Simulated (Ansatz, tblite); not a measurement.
Cost and result up the ladder for Ba2O⁺ (the lowest doublet isomer of a short search) (3 atoms). Charge 1, multiplicity 2. Geometry: PBE0-D4/def2-TZVP.

```tsv
atom	x (Å)	y (Å)	z (Å)
Ba1	-1.349	-1.567	-0.215
Ba2	1.039	1.761	0.379
O3	0.310	-0.193	-0.164
```

Ansatz on 4 threads of Arm Neoverse V1 on a shared host; xTB runs through tblite on one thread. Times are rough, summed over both states, and most runs start from the orbitals of an earlier one. CCSD(T)/def2-TZVPP serves as the yardstick here, not as an exact answer. The other state is a quartet at its own geometry, which has other bonds, so the gap mixes isomer and spin.

In the def2 sets Ba takes a core potential; there is no spin–orbit coupling. The xTB rows come from tblite. Correlated methods freeze 1 core orbital; core or outer-core shells of Ba are correlated, in sets that lack core-valence functions. HOMO above LUMO, or a gap near zero within one spin, warns that the state may not be the lowest or that an electron is smeared out. The structure comes from a short search, and lower isomers may exist.

Correlated methods converge slowly with the basis.

xTB has no spin-polarisation term.

```json
{"level": "GFN2-xTB", "functions": "22", "wall time": "0.005 s", "quartet − doublet (eV)": "1.99", "difference from CCSD(T)/def2-TZVPP (eV)": "-1.70", "remarks": "–"}
{"level": "GFN1-xTB", "functions": "22", "wall time": "0.006 s", "quartet − doublet (eV)": "3.48", "difference from CCSD(T)/def2-TZVPP (eV)": "-0.21", "remarks": "–"}
{"level": "MP2/def2-TZVP", "functions": "111", "wall time": "3 s", "quartet − doublet (eV)": "4.11", "difference from CCSD(T)/def2-TZVPP (eV)": "0.42", "remarks": "–"}
{"level": "LDA (SPW92)/def2-TZVP", "functions": "111", "wall time": "3.3 s", "quartet − doublet (eV)": "4.73", "difference from CCSD(T)/def2-TZVPP (eV)": "1.05", "remarks": "gap within one spin near zero (quartet)"}
{"level": "PBE-D4/def2-TZVP", "functions": "111", "wall time": "9.3 s", "quartet − doublet (eV)": "4.06", "difference from CCSD(T)/def2-TZVPP (eV)": "0.37", "remarks": "–"}
{"level": "CCSD(T)/def2-TZVPP", "functions": "111", "wall time": "18 s", "quartet − doublet (eV)": "3.68", "difference from CCSD(T)/def2-TZVPP (eV)": "0.00", "remarks": "–"}
{"level": "ωB97X-V/def2-TZVP", "functions": "111", "wall time": "64 s", "quartet − doublet (eV)": "3.80", "difference from CCSD(T)/def2-TZVPP (eV)": "0.12", "remarks": "–"}
```
